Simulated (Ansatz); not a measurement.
`B[SeH]`, charge 0, multiplicity 1.

(1) Give a relaxed structure at PBE0-D4/def2-TZVP (Ansatz). (An estimate is asked.)

## Answers

(1) Ansatz gave: 
```xyz
5

B     0.392    0.475    0.168
Se   -0.170   -1.339    0.126
H    -0.235    1.323   -0.382
H     1.395    0.692    0.772
H    -1.382   -1.151   -0.683
```
Point group Cs.
